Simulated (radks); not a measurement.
Task: These are the eigenvalues of the occupied orbitals of an atom or ion with whole-number occupations (eV). All-electron calculation, scalar-relativistic Kohn-Sham, PBEsol, spin-unpolarised, spherical densities, point nucleus. Program: a radial shooting solver on a logarithmic mesh with Libxc functionals.

| orbital | eigenvalue |
|---|---|
| 1s | -330.3869 |
| 2s | -55.8341 |

Which element is it, and in what charge state? The configuration may be excited.

Result: Z = 6, carbon, charge +3: C3+ in [He] 2s1. The 1s level, -12.141 hartree, gives Z - s = 4.9 by -(Z - s)^2/2, which with screening and relativity narrows Z to a few neighbours, and the depths must fix Z and the occupations together.
